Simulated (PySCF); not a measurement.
The first ionisation energy along the 3d series

All values are computed (PySCF 2.14, energy differences of UHF-based or UKS calculations, no spin-orbit coupling). Values in eV. The last column holds reference values (NIST; (s) semi-empirical, (t) theoretical, else measured). Unmarked ones compare directly (S terms, centres of terms, or small fine structure); those marked * lie between the lowest fine-structure levels and include a spin-orbit shift.

```tsv
element	configurations	UHF	MP2 (valence)	SCS-MP2 (valence)	MP2 (valence and next inner shell)	SCS-MP2 (valence and next inner shell)	reference
Ti (aug-cc-pwCVQZ, non-relativistic)	[Ar] 3d2 4s2 → [Ar] 3d2 4s1	5.524	n/a	n/a	n/a	n/a	6.828
V (aug-cc-pwCVQZ, non-relativistic)	[Ar] 3d3 4s2 → [Ar] 3d4	5.920	6.326	6.873	6.032	6.512	6.732
Fe (aug-cc-pwCVQZ, non-relativistic)	[Ar] 3d6 4s2 → [Ar] 3d6 4s1	6.361	7.483	7.678	7.584	7.691	7.904
Co (aug-cc-pwCVQZ, non-relativistic)	[Ar] 3d7 4s2 → [Ar] 3d8	7.851	6.888	6.892	6.502	6.630	7.869
Ni (aug-cc-pwCVQZ, non-relativistic)	[Ar] 3d8 4s2 → [Ar] 3d9	7.721	6.394	6.591	5.885	6.201	7.640 *
Zn (aug-cc-pwCVQZ-PP with ECP10MDF, ECP)	[Ar] 3d10 4s2 → [Ar] 3d10 4s1	7.780	9.219	9.234	9.284	9.273	9.394
```

```csv
method,elements,mean error (eV),mean absolute error (eV),largest error (eV)
UHF,5,-1.058,1.058,-1.614
MP2 (valence),4,-0.496,0.496,-0.981
SCS-MP2 (valence),4,-0.306,0.376,-0.978
MP2 (valence and next inner shell),4,-0.625,0.625,-1.367
SCS-MP2 (valence and next inner shell),4,-0.448,0.448,-1.239
```

Errors include the incompleteness of the basis and the frozen core.

"Valence" correlates the outer s and p shells and, in groups 3 to 12 and the f block, the outer d or f shell, open or full, or the next shell where the ion has no valence electron left; the wider scheme adds the next inner shell.
